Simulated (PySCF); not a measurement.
Compound: C₆H₉F.
Atom-mapped SMILES: `[CH2:1]=[CH:2]/[C:3](=[CH:4]/[CH3:5])[CH2:6][F:7]` (hydrogens: H8, H9 on C1; H10 on C2; H11 on C4; H12, H13, H14 on C5; H15, H16 on C6)

Cartesian coordinates in Å at the PBE0-D3(BJ)/def2-SVP level; atoms count from 1:
```
atom  x, y, z in Å
C1    -2.5301   -0.6534   -0.4474
C2    -1.4620   -0.6479    0.3617
C3    -0.1454   -0.0841    0.0554
C4     0.8166   -0.1005    1.0030
C5     2.2142    0.4086    0.9344
C6     0.0781    0.4500   -1.3288
F7    -0.7776    1.4935   -1.6125
H8    -2.5143   -0.1809   -1.4320
H9    -3.4686   -1.1131   -0.1294
H10   -1.5518   -1.1020    1.3557
H11    0.5402   -0.5550    1.9632
H12    2.9355   -0.4121    1.0884
H13    2.3975    1.1332    1.7453
H14    2.4612    0.8992   -0.0160
H15   -0.1110   -0.3486   -2.0683
H16    1.1087    0.8072   -1.4654
```

The closed-shell ground state was solved at several levels (PySCF, density fitting, gas phase, non-relativistic).

```tsv
level	basis functions	total energy (Eh)	HOMO (eV)	LUMO (eV)	gap (eV)	dipole (D)
PBE0/pcSseg-1	164	-333.4317	-6.65	-0.81	5.84	2.27
B97-2/pcSseg-1	164	-333.7021	-6.41	-0.85	5.56	2.26
wB97X-D/def2-SVPD	215	-333.5159	-8.42	0.88	9.30	2.26
```

(1) Estimate the row for B3LYP/pcJ-1, a basis of 279 functions; the other rows only guide the guess.

(2) Over all these levels, which gives the widest orbital gap and which the narrowest?

(3) How far do the dipole and the HOMO energy spread over the levels?

Answers

(1) Total energy -333.8733 Eh, HOMO -6.43 eV, LUMO -0.99 eV, gap 5.44 eV, dipole 2.25 D.

(2) wB97X-D/def2-SVPD (range-separated hybrid) has the widest, 9.30 eV, and B3LYP/pcJ-1 (global hybrid, 20 % exact exchange) the narrowest, 5.44 eV. Functional and basis both differ between the two, so the spread mixes both effects.

(3) The dipole runs from 2.25 to 2.27 D (mean 2.26 D) and the HOMO from -8.42 to -6.41 eV.

One conformer stands for the species.

The pairwise dispersion term of wB97X-D wasn't added to the energies; at a given geometry it leaves orbitals and properties as they are.
